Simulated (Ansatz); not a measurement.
(Cl2B-mu-SMe)2 (C2H6B2Cl4S2), relaxed as a singlet with RKS PBE-D4/def2-SVP in Ansatz, starting from the GFN2-xTB geometry. Force threshold 0.03 eV/Å.

Start:

| atom | x (Å) | y (Å) | z (Å) |
| --- | --- | --- | --- |
| B1 | -0.7008 | 0.7955 | -1.3123 |
| Cl2 | -2.2803 | 0.1506 | -0.8133 |
| Cl3 | -0.6967 | 1.8166 | -2.7656 |
| S4 | 0.7179 | -0.6712 | -1.4998 |
| C5 | -0.0276 | -2.1413 | -0.7187 |
| B6 | 1.6627 | 0.2818 | 0.0428 |
| Cl7 | 1.7608 | -0.7365 | 1.4964 |
| Cl8 | 3.1927 | 0.9839 | -0.5241 |
| S9 | 0.2527 | 1.7592 | 0.2173 |
| C10 | -0.7142 | 1.3099 | 1.6970 |
| H11 | 0.7565 | -2.6648 | -0.1830 |
| H12 | -0.8255 | -1.8448 | -0.0458 |
| H13 | -0.4185 | -2.7566 | -1.5218 |
| H14 | -0.3595 | 1.9413 | 2.5049 |
| H15 | -0.5617 | 0.2639 | 1.9406 |
| H16 | -1.7585 | 1.5126 | 1.4853 |

Problem. Estimate the energy that the relaxation releases and the steps that it takes.

Solution. 3.5 kcal/mol, in 13 steps; 21 s on 2 threads of AMD EPYC 7R13 on a shared host and a share (18 GiB) of an NVIDIA H100 80GB HBM3. No frequencies were taken in this run, so the end may be a saddle point.

Problem. Does the start keep its bonding?

Solution. By distances, no bond broke or formed. The bond that changes most is B1–S4, from 2.05 to 2.01 Å (atoms count from 1).

Problem. Predict the relaxed structure.

Solution. 
```
atom   x (Å)   y (Å)   z (Å)
  B1  -0.584   0.858  -1.354
 Cl2  -2.316   0.377  -1.111
 Cl3  -0.231   1.929  -2.763
  S4   0.667  -0.708  -1.452
  C5  -0.159  -2.042  -0.518
  B6   1.668   0.352  -0.075
 Cl7   2.102  -0.624   1.391
 Cl8   3.023   1.201  -0.913
  S9   0.227   1.707   0.274
 C10  -0.727   1.052   1.686
 H11   0.600  -2.507   0.139
 H12  -1.004  -1.645   0.072
 H13  -0.533  -2.772  -1.259
 H14  -0.513   1.705   2.551
 H15  -0.421   0.015   1.916
 H16  -1.799   1.101   1.416
```
Bond lengths: 4 × B–Cl 1.80 to 1.81 Å; 4 × B–S 2.01 Å; 2 × C–S 1.83 Å; 6 × C–H 1.11 Å.
